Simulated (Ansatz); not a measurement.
A CCSD(T) single point on C2H6Cl2InN (`C[N](C)[In]([Cl])[Cl]`).

```yaml
crystal:
  periodic: [false, false, false]
  atoms:
    - {symbol: C, position_ang: [0.600572, -0.420664, -1.278369]}
    - {symbol: N, position_ang: [0.042803, -0.040855, -0.005437]}
    - {symbol: C, position_ang: [0.679880, -0.661958, 1.127731]}
    - {symbol: In, position_ang: [-1.463967, 1.237746, 0.172312]}
    - {symbol: Cl, position_ang: [-2.416242, 2.187196, -1.703851]}
    - {symbol: Cl, position_ang: [-2.287673, 1.788633, 2.257077]}
    - {symbol: H, position_ang: [0.522283, -1.505319, -1.441376]}
    - {symbol: H, position_ang: [1.665624, -0.155024, -1.344380]}
    - {symbol: H, position_ang: [0.082668, 0.076800, -2.101098]}
    - {symbol: H, position_ang: [1.748558, -0.407247, 1.175837]}
    - {symbol: H, position_ang: [0.605834, -1.757908, 1.076814]}
    - {symbol: H, position_ang: [0.219660, -0.341400, 2.064750]}
basis:
  gaussian: {orbitals: def2-SVP}
correlation: {method: ccsd_t}
```

```sh
$ ansatz run in.yaml --threads 2 --pin off --events-out ev --progress --plain --max-ram 22528MiB --backend cuda --devices 0, --max-vram 18GiB
```

Log, shortened:

```
Functional definition: HF
1403 factors; integrals over basis functions are off by at most 1.4e-3 eV
mean field evaluation 1: about -33782.4183 eV, gradient 3.3e1 eV
mean field evaluation 2: about -33782.4433 eV, gradient 3.3e1 eV
mean field evaluation 4: about -33785.4889 eV, gradient 4.2e0 eV
mean field evaluation 8: about -33785.5417 eV, gradient 3.0e-4 eV
mean field -33785.54165425 eV, -1241.5957551310 hartree, gradient 3.0e-6 eV, S^2 0.000000; 0 other end points of the search recorded, 0 dependent functions left out
17 core orbitals not correlated: weight in the atoms' cores, before any rotation towards them, 1.000 or more for the frozen orbitals, at most 0.000 for the correlated occupied ones
reference -33785.54165425 eV, -1241.5957551310 hartree; 23, 23 occupied and 94, 94 virtual orbitals, 1403 factors
second order -21.82740866 eV of doubles, -0.00000000 eV of singles
cycle   1  -22.85156692 eV  change    -1.0e0 eV  update   1.1e-1
cycle   2  -23.39338976 eV  change   -5.4e-1 eV  update   3.3e-2
cycle   3  -23.53074127 eV  change   -1.4e-1 eV  update   2.1e-2
cycle   4  -23.53019630 eV  change    5.4e-4 eV  update   6.7e-3
cycle   5  -23.52666250 eV  change    3.5e-3 eV  update   3.7e-3
cycle   6  -23.52668713 eV  change   -2.5e-5 eV  update   1.5e-3
cycle   7  -23.52646292 eV  change    2.2e-4 eV  update   4.9e-4
cycle   8  -23.52661968 eV  change   -1.6e-4 eV  update   1.3e-4
cycle   9  -23.52664948 eV  change   -3.0e-5 eV  update   3.9e-5
perturbative correction -0.65680560 eV, -0.0241371606 hartree
Total energy: -33809.72510933 eV, -1242.4844807131 hartree
```

It took 1.9 s on 2 threads of an AMD EPYC 7R13 on a shared host and a share of an NVIDIA H100 80 GB, with 0.81 GiB of host memory at the peak.

Correlation energy per correlated electron: -0.526 eV. T1 diagnostic: 0.0123.
